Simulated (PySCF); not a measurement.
Compound: C3H6BBrSi.
Structure used (PBE0-D3(BJ)/def2-SVP), in Å, numbered top down from 1:
```xyz
12
C3H6BBrSi angstrom
C     -3.6485    0.0157   -0.0512
C     -2.6040   -0.1887   -0.6441
B     -1.2902   -0.4430   -1.3641
Br    -1.1857    0.0847   -3.2120
C     -0.0442   -1.0271   -0.6567
Si     0.9392    0.3826    0.1535
H     -4.5723    0.1970    0.4690
H     -0.3267   -1.7056    0.1646
H      0.6440   -1.5330   -1.3515
H      0.0817    1.1100    1.1358
H      1.4149    1.3423   -0.8859
H      2.1193   -0.1903    0.8696
```

The calculation used PBE0-D3(BJ)/def2-SVP geometry optimisation, gas phase in PySCF 2.14.0.

Masses are those of the commonest isotopes; rigid-rotor values at the optimised geometry. The values belong to one conformer with, in the numbering `[CH:1]#[C:2][B:3]([Br:4])[CH2:5][SiH3:6]`, C2–B3–C5–Si6 -86°.

(1) What are A, B and C (MHz)?

(2) What kind of rotor is it?

(3) What does the inertial defect say?

(4) Give the other two planar moments, Paa and Pbb, and the rms extents of the mass along the axes.

(5) List the rotational levels J(Ka,Kc) to J = 3 (MHz).

(6) Which types of transition are allowed, and where do some lines up to J = 5 fall?

(7) Estimate the classical rotational partition function at 10 K, 50 K and 100 K.

## Answers

(1) Ia = 259.89, Ib = 423.77, Ic = 628.84 u·Å²; 505379 MHz·u·Å²/I gives A = 1945, B = 1193, C = 803.7 MHz.

(2) An asymmetric top; Ray's κ = -0.318.

(3) Not planar: Δ = Ic − Ia − Ib = -54.82 u·Å². For a rigid frame Δ = −2 Σ m c², so Σ m c² = 27.41 u·Å² lies off the ab plane: 8.57 from hydrogen and 18.84 from heavier atoms. The atom farthest from that plane is 1.66 Å away.

(4) Paa = Σ m a² = (Ib + Ic − Ia)/2 = 396.36 and Pbb = Σ m b² = (Ia + Ic − Ib)/2 = 232.48 u·Å². With the mass M = 159.95 u, the rms extents √(P/M) along a, b and c are 1.57, 1.21, 0.41 Å.

(5) Above 0(0,0):
J = 1: 1(0,1) 1996, 1(1,1) 2748, 1(1,0) 3137
J = 2: 2(0,2) 5872, 2(1,2) 6352, 2(1,1) 7519, 2(2,1) 9775, 2(2,0) 9891
J = 3: 3(0,3) 11451, 3(1,3) 11693, 3(1,2) 14003, 3(2,2) 15763, 3(2,1) 16289, 3(3,1) 20560, 3(3,0) 20583
Those of J = 1 are B + C, A + C and A + B.

(6) The dipole components are |μa| = 1.17 D, |μb| = 1.00 D, |μc| = 0.57 D. The squared components, which scale the intensities, stand as 1.00 : 0.73 : 0.24 (a : b : c). Some of the stronger lines:

| type | branch | J(Ka,Kc) | MHz | lower level (cm⁻¹) |
| --- | --- | --- | --- | --- |
| a | Q | 1(1,0) ← 1(1,1) | 389 | 0.092 |
| b | R | 1(1,1) ← 0(0,0) | 2748 | 0.000 |
| c | Q | 5(3,3) ← 5(2,3) | 2992 | 1.199 |
| b | Q | 5(2,3) ← 5(1,4) | 3244 | 1.090 |
| a | Q | 4(1,3) ← 4(1,4) | 3738 | 0.624 |
| c | Q | 3(3,1) ← 3(2,1) | 4271 | 0.543 |
| b | R | 2(1,2) ← 1(0,1) | 4356 | 0.067 |
| a | R | 2(1,1) ← 1(1,0) | 4381 | 0.105 |
| b | R | 3(0,3) ← 2(1,2) | 5099 | 0.212 |
| a | Q | 5(1,4) ← 5(1,5) | 5295 | 0.914 |
| b | Q | 5(1,4) ← 5(0,5) | 5333 | 0.913 |
| a | R | 3(1,3) ← 2(1,2) | 5341 | 0.212 |
| b | R | 3(1,3) ← 2(0,2) | 5820 | 0.196 |
| a | R | 3(2,1) ← 2(2,0) | 6399 | 0.330 |
| b | Q | 5(5,0) ← 5(4,1) | 8251 | 1.517 |
| c | R | 3(2,1) ← 2(1,1) | 8771 | 0.251 |
| a | R | 5(3,2) ← 4(3,1) | 10588 | 0.963 |
| c | R | 4(3,2) ← 3(2,2) | 12961 | 0.526 |
| b | R | 5(3,3) ← 4(2,2) | 13930 | 0.834 |
| c | R | 5(1,4) ← 4(0,4) | 14072 | 0.621 |
| c | R | 5(3,2) ← 4(2,2) | 14468 | 0.834 |
| b | R | 4(4,1) ← 3(3,0) | 14615 | 0.687 |
| c | R | 5(4,1) ← 4(3,1) | 16592 | 0.963 |
| b | R | 5(5,1) ← 4(4,0) | 18516 | 1.174 |

(7) Point group C1, symmetry number σ = 1; q = (√π/σ)·√((kT/h)³/(ABC)), k/h = 20836.6 MHz/K: 3910 at 10 K, 43700 at 50 K, 123000 at 100 K.

Not checked by PBE0-D3(BJ)/def2-SVP frequencies. These are rigid-rotor constants of the computed structure; measured ground-state constants (B0) also hold zero-point vibration. A rigid rotor knows nothing of internal rotation, which can split or shift real lines. Quadrupole hyperfine structure (11B, 79Br) is left out.

The run took 57 s on Arm Neoverse V1, one thread, on a shared host, and the process peaked at 0.53 GiB of memory. This is the geometry optimisation.
